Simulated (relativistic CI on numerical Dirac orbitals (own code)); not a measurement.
**Crystal-field levels of Mn2+, 3d5**

Calculated by Dirac-Coulomb-Breit CI, KLI orbitals optimised for each configuration, QED by a radiative potential, one configuration in a parametric crystal field, unscaled Slater integrals (own radial code). With so little scaling, terms lie 10 to 35 % too far apart, which can change the order of excited levels.

Field parameters in Wybourne normalisation: Oh B⁴₀ = 21Dq, B⁴₄ = √(5/14) B⁴₀. The field is a parameter set, without covalency.

S is read from ⟨S²⟩ = S(S + 1).

Site symmetry Oh; labels are those of the double group. Computed levels in cm⁻¹ above the lowest, in rising order:

```csv
Δ (size of 10Dq),Lowest,No. 2,No. 3,No. 4,No. 5,No. 6,No. 7,No. 8
3250,Γ7+Γ8,29931 Γ7,29938 Γ8,29969 Γ8,29996 Γ6,31141 Γ7,31162 Γ8,31183 Γ6
5850,Γ7+Γ8,27822 Γ7,27832 Γ8,27877 Γ8,27912 Γ6,30591 Γ7,30627 Γ8,30683 Γ6
8450,Γ7+Γ8,25494 Γ7,25508 Γ8,25565 Γ8,25604 Γ6,29681 Γ7,29721 Γ8,29799 Γ6
11050,Γ7+Γ8,23073 Γ7,23093 Γ8,23159 Γ8,23203 Γ6,28378 Γ7,28408 Γ8,28500 Γ6
13650,Γ7,0 Γ8,20594 Γ7,20627 Γ8,20704 Γ8,20752 Γ6,24990 Γ7,25461 Γ8
16250,Γ7,0 Γ8,18041 Γ7,18118 Γ8,18216 Γ8,18269 Γ6,20207 Γ7,20661 Γ8
18850,Γ7,0 Γ8,14868 Γ7,15350 Γ8,15702 Γ8,15766 Γ6,15966 Γ7,16030 Γ8
21450,Γ7,0 Γ8,10154 Γ7,10727 Γ8,13156 Γ8,13213 Γ7,13214 Γ8,13247 Γ6
24050,Γ7,0 Γ8,5216 Γ7,5777 Γ8,10613 Γ8,10645 Γ7,10672 Γ8,10718 Γ6
26650,Γ7,3 Γ8,240 Γ7,791 Γ8,8075 Γ8,8099 Γ7,8135 Γ8,8185 Γ6
29250,Γ7,550 Γ8,4773 Γ8,4774 Γ7,10310 Γ8,10329 Γ7,10363 Γ8,10416 Γ6
31850,Γ7,547 Γ8,9782 Γ8,9782 Γ7,12814 Γ8,12830 Γ7,12843 Γ8,12897 Γ6
```

Ground-state S against |10Dq| in cm⁻¹: 3250: 2.50, 5850: 2.50, 8450: 2.50, 11050: 2.50, 13650: 2.50, 16250: 2.50, 18850: 2.50, 21450: 2.50, 24050: 2.50, 26650: 2.48, 29250: 0.50, 31850: 0.50.

The spin changes between |10Dq| = 26650 and 29250 cm⁻¹.
